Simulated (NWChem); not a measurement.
A series in which one site is exchanged, each optimised at PBE0/def2-SVP with NWChem, gas phase unless a solvent is named. All stand in one matching conformer (torsions within 35°), which need not be the lowest. For some, no frequency run checked for a minimum. def2 effective core potentials on Cd, I; no spin-orbit coupling.

A: [Zn]([I])[SeH] (ZnHSeI; site = Zn)
B: [SeH][Mg][I] (MgHSeI; site = Mg)
C: [I][Cd][SeH] (CdHSeI; site = Cd)
D: [SeH][Se]I (HSe$_{2}$I; site = Se)

Values for A:

```
Item                                                   Result
-----------------------------------------------------  ------
dipole (D), PBE0/def2-SVP                                0.89
vertical ionisation energy, ΔSCF, B3LYP/def2-SVP (eV)    9.02
lowest singlet excitation, B3LYP/def2-SVPD, TDA (eV)     4.15
```

Task: How do these values change for the other members?

Result: 
```json
[
 {"change from A": "dipole (D), PBE0/def2-SVP", "B": "-0.15", "C": "+0.17", "D": "+0.53"},
 {"change from A": "vertical ionisation energy, ΔSCF, B3LYP/def2-SVP (eV)", "B": "-0.07", "C": "-0.08", "D": "-0.35"},
 {"change from A": "lowest singlet excitation, B3LYP/def2-SVPD, TDA (eV)", "B": "-0.25", "C": "-0.50", "D": "-1.82"}
]
```
